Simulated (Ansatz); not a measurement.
Reactions of C2H9PSi, SMILES `C[SiH](C)P`.

Calculated with Ansatz (gas phase, PBE0-D4/def2-TZVP geometries, no zero-point term in ΔE). CCSD(T)/CBS is the MP2 limit (def2-TZVPP, def2-QZVPP) plus CCSD(T) − MP2 in def2-TZVPP, frozen cores. This one scheme is used for every species, atoms too. For atomizations the MP2-based limit and the directly extrapolated one differ by several kJ/mol either way, and by 10 to 25 for some Ge, Se and Sn compounds, so smaller differences from it don't rank the levels. DFT in def2-TZVPP. Open shells (•) are unrestricted, without spin–orbit coupling. Spin–orbit coupling would lower the free atoms: a little for C, Si. One conformer a species, not always the lowest.

| reaction | CCSD/CBS(def2) (eV) | ωB97X-V (eV) |
| --- | --- | --- |
| `C[SiH](C)P` + H₂ → `C[SiH2]C` + PH₃ | -0.02 | 0.00 |
| `C[SiH](C)P` + `CO[SiH2]S[SiH2]O` → `CO[SiH2]S[SiH2]OC` + `C[SiH2]P` | 1.17 | 1.12 |
| `C[SiH](C)P` + `CNC` → `CN(C)P` + `C[SiH2]C` | 0.40 | 0.38 |
| `C[SiH](C)P` → 2 C• + 9 H• + P• + Si• | 45.79 | 46.61 |

(1) Give the CCSD(T)/CBS values in the same order. (An estimate is asked.)

Largest T1 diagnostic: 0.013, for PH₃.

Results:

(1) Ansatz gave: 0.05, 1.20, 0.41, 46.27 eV.
